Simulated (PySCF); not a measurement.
# Basis-set dependence of excited states

C₂H₉NSeSi.
InChI=1S/C2H9NSeSi/c1-2-4-5-3/h2-3,5H2,1H3

TDDFT with PBE0 (PySCF), vertical singlets, core orbitals frozen in the response, spherical d and f functions. Isolated species at its PBE0-D3(BJ)/def2-SVP geometry (one conformer only). Relativistic effects, spin–orbit coupling among them, are left out although an element past zinc is present.

Question: How do the low singlets change with the basis? Take 6-31G*, def2-SVP, def2-SVPD, aug-cc-pVDZ, def2-TZVP and def2-TZVPD.

Answer: 

```tsv
basis	functions	diffuse	S1 (eV)	S2 (eV)	S3 (eV)	S4 (eV)	S5 (eV)	LUMO (eV)	α (au)
6-31G*	110	no	5.10	6.09	6.20	6.56	7.05	0.37	73.8
def2-SVP	137	no	5.17	6.16	6.36	6.59	7.04	0.40	76.0
def2-SVPD	197	yes	4.87	5.67	5.90	6.04	6.31	-0.16	91.6
aug-cc-pVDZ	213	yes	4.81	5.35	5.64	5.70	5.92	-0.37	93.3
def2-TZVP	232	no	4.97	5.87	6.03	6.31	6.76	0.01	86.3
def2-TZVPD	292	yes	4.84	5.53	5.79	5.88	6.08	-0.28	92.9
```

States are compared by their number. Against the largest diffuse basis here (def2-TZVPD, itself not a converged limit), sets without diffuse functions differ by up to 0.33 eV in S1 and 0.96 eV in S5; the smaller diffuse sets differ by up to 0.03 and 0.22 eV. State by state, the largest deviation of a set without diffuse functions is S1 0.33, S2 0.63, S3 0.56, S4 0.71, S5 0.96 eV. The same number needn't mean the same state in each row. Against def2-TZVPD the polarisability deviates by -21% in 6-31G*, -18% in def2-SVP, -1% in def2-SVPD, 0% in aug-cc-pVDZ, -7% in def2-TZVP.

Without π bonds the low states may be Rydberg-like; a valence basis with one diffuse set may place them up to an eV too high.
